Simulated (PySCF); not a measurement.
ECD: `InChI=1S/C5H11FOSi/c1-4-5(7)3-8(4,2)6/h4-5,7H,3H2,1-2H3/t4-,5+,8-/m0/s1`

Geometry:
| atom | x (Å) | y (Å) | z (Å) |
| --- | --- | --- | --- |
| C1 | -1.152 | 1.419 | 0.984 |
| C2 | -0.916 | 0.019 | 0.440 |
| C3 | -0.917 | -0.092 | -1.102 |
| O4 | -2.142 | -0.593 | -1.569 |
| C5 | 0.295 | -1.037 | -1.307 |
| Si6 | 0.805 | -0.810 | 0.513 |
| C7 | 2.354 | 0.167 | 0.974 |
| F8 | 0.858 | -2.198 | 1.361 |
| H9 | -1.107 | 1.417 | 2.071 |
| H10 | -0.400 | 2.112 | 0.611 |
| H11 | -2.133 | 1.781 | 0.681 |
| H12 | -1.699 | -0.641 | 0.818 |
| H13 | -0.711 | 0.890 | -1.553 |
| H14 | -2.081 | -0.734 | -2.520 |
| H15 | 0.963 | -0.729 | -2.107 |
| H16 | -0.050 | -2.046 | -1.526 |
| H17 | 2.335 | 0.437 | 2.025 |
| H18 | 3.243 | -0.433 | 0.805 |
| H19 | 2.447 | 1.079 | 0.395 |

Method used: TDDFT PBE0/def2-SVPD circular dichroism and optical rotation, one conformer, gas phase (PySCF 2.14.0). Geometry: GFN2-xTB.

The molecule is flexible and this is one conformer; a measurement averages over conformers. States above about 7.6 eV (minus the energy of the highest occupied orbital) lie near or above the ionisation threshold and depend on the basis.

Q: Assign R or S to each stereocentre.

A: C2 S, C3 R, Si6 S.

Q: Which excitations and rotatory strengths does the calculation give?

A: Rotatory strengths R in 10⁻⁴⁰ esu² cm², velocity form and length form (origin at the centre of mass); f in length form.
| state | E (eV) | λ (nm) | f | R (velocity) | R (length) | main |
| --- | --- | --- | --- | --- | --- | --- |
| 1 | 6.76 | 183 | 0.018 | -12.0 | -13.1 | HOMO→LUMO 0.39, HOMO→LUMO+1 0.31 |
| 2 | 7.00 | 177 | 0.004 | -9.3 | -8.8 | HOMO−1→LUMO 0.48, HOMO→LUMO 0.20 |
| 3 | 7.03 | 176 | 0.003 | -3.8 | -3.8 | HOMO−1→LUMO+2 0.21, HOMO−1→LUMO+1 0.19 |
| 4 | 7.15 | 173 | 0.014 | -1.3 | -0.9 | HOMO→LUMO+2 0.28, HOMO→LUMO+1 0.23 |
| 5 | 7.31 | 170 | 0.039 | +2.3 | +2.2 | HOMO→LUMO+2 0.45, HOMO→LUMO+1 0.24 |
| 6 | 7.34 | 169 | 0.007 | +3.0 | +2.9 | HOMO−1→LUMO+1 0.49, HOMO−1→LUMO+2 0.37 |
| 7 | 7.73 | 160 | 0.004 | -5.5 | -3.6 | HOMO→LUMO+3 0.88 |
| 8 | 7.81 | 159 | 0.026 | -10.3 | -9.8 | HOMO−1→LUMO+3 0.44, HOMO→LUMO+4 0.42 |
| 9 | 7.84 | 158 | 0.064 | +27.0 | +27.2 | HOMO−1→LUMO+3 0.36, HOMO→LUMO+4 0.36 |
| 10 | 7.92 | 157 | 0.001 | +1.1 | +0.8 | HOMO−1→LUMO+4 0.76, HOMO→LUMO+4 0.16 |
| 11 | 7.95 | 156 | 0.011 | +21.1 | +20.0 | HOMO−2→LUMO 0.65, HOMO−2→LUMO+1 0.17 |
| 12 | 8.03 | 154 | 0.010 | -7.1 | -6.6 | HOMO−2→LUMO+1 0.47, HOMO−2→LUMO+2 0.30 |
| 13 | 8.27 | 150 | 0.014 | -15.7 | -15.7 | HOMO−2→LUMO+2 0.54, HOMO−2→LUMO+1 0.18 |
| 14 | 8.31 | 149 | 0.018 | -7.4 | -8.1 | HOMO→LUMO+5 0.67, HOMO−1→LUMO+5 0.14 |
| 15 | 8.36 | 148 | 0.008 | -20.6 | -19.5 | HOMO−1→LUMO+5 0.58, HOMO→LUMO+6 0.14 |
| 16 | 8.46 | 147 | 0.043 | -10.8 | -10.9 | HOMO→LUMO+6 0.65, HOMO→LUMO+5 0.12 |

Among the states computed, the strongest CD band (largest |R|) is state 9. The largest dissymmetry factor in size, g = 4R/(D+G), with D and G the electric and magnetic dipole strengths, is -0.034 for state 15 (velocity form, f = 0.008), among bands with |R| over 0.5. The mirror image has the same energies and oscillator strengths and all R with the opposite sign.
